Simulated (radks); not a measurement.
Question: Species: Gd I. Configuration: [Xe] 4f7 5d1 6s1 7p1 (not the ground configuration). Calculated with a radial shooting solver on a logarithmic mesh with Libxc functionals: scalar-relativistic Kohn-Sham, PBE, spin-polarised, spherical densities, point nucleus; open shells are filled with parallel spins first (spin-orbit coupling, left out, can overturn this in heavy ions). Some entries of the table are withheld. Estimate them.

orbital,occ.,eigenvalue (hartree),<r> (bohr)
1s up,1,-1841.421,0.02190
1s down,1,-1841.421,0.02190
2s up,1,-304.1219,0.09328
2s down,1,-304.1188,0.09327
2p up,3,-270.6273,0.08237
2p down,3,-270.6250,0.08237
3s up,1,-67.53876,0.2445
3s down,1,-67.44213,0.2443
3p up,3,-57.16413,0.2431
3p down,3,-57.06786,0.2428
3d up,5,-43.46608,0.2213
3d down,5,-43.39185,0.2210
4s up,1,-13.78200,0.5529
4s down,1,-13.55554,0.5529
4p up,3,-10.36293,0.5853
4p down,3,-10.13803,0.5854
4d up,5,-5.63488,0.6359
4d down,5,-5.41184,0.6369
5s up,1,-2.00896,1.326
5s down,1,-1.87968,1.345
5p up,3,-1.17451,(1)
5p down,3,-1.07005,(2)
4f up,7,-0.52221,0.8536
4f down,0,-0.32031,0.8976
6s up,1,-0.26993,3.612
5d up,1,(3),(4)
5d down,0,(5),(6)
7p up,1,-0.03848,12.13

Answer: 
(1) 5p up <r> (bohr): 1.551
(2) 5p down <r> (bohr): 1.578
(3) 5d up eigenvalue (hartree): -0.23929
(4) 5d up <r> (bohr): 2.532
(5) 5d down eigenvalue (hartree): -0.16897
(6) 5d down <r> (bohr): 2.584
